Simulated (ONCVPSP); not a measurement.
H ONCV: all-electron and pseudo phase curves

* Element: hydrogen (H)
* Generator: ONCVPSP 4.0.1
* Type: optimised norm-conserving Vanderbilt (ONCV)
* Functional: PBE
* Relativity: scalar-relativistic
* Frozen core: none
* Valence charge: 1
* Reference configuration: 1s1
* Partial waves: 1s: rc 0.75 bohr, ncon 4, nbas 7, qcut 10.6 1/bohr, 2 projectors, debl 0.6 Ha; p scattering state at 0.33 Ha: rc 0.60 bohr, ncon 4, nbas 8, qcut 12.5 1/bohr, 2 projectors, debl 2.7 Ha
* Local potential: polynomial inside 0.55 bohr (lpopt 5, dvloc0 0 Ha)
* Core correction: none

The phase is arctan(r·R′/R) of the radial function R(r), unwrapped; energies in Ha, scanned from -2 to 5 Ha. A pole is an energy at which the radial function vanishes at the test radius. The pseudo phase is shifted by a multiple of π to meet the all-electron one at the reference energy, and phase errors are pseudo minus all-electron; the curves can meet again beyond the range given. Levels narrower than the energy grid can be missing from the lists of poles.

| channel | radius (bohr) | reference energy (Ha) | poles, all-electron | poles, pseudo | unbroken range about the reference energy with phases within 0.05 rad | phase error 1 Ha above the reference energy (rad) |
| --- | --- | --- | --- | --- | --- | --- |
| s | 0.76 | -0.24 | none | none | the whole range | +0.000 |
| p | 0.61 | 0.33 | none | none | the whole range | -0.000 |

Phases in the s channel:

```csv
E (Ha),all-electron,pseudo
-1.98,0.095,0.095
-1.62,-0.056,-0.056
-1.26,-0.215,-0.215
-0.90,-0.374,-0.374
-0.54,-0.528,-0.528
-0.18,-0.669,-0.669
0.18,-0.795,-0.795
0.54,-0.905,-0.905
0.90,-1.000,-1.000
1.26,-1.083,-1.083
1.62,-1.154,-1.154
1.98,-1.216,-1.216
2.34,-1.271,-1.271
2.70,-1.319,-1.319
3.06,-1.362,-1.362
3.42,-1.401,-1.401
3.78,-1.436,-1.436
4.14,-1.469,-1.469
4.50,-1.500,-1.500
4.86,-1.528,-1.528
```
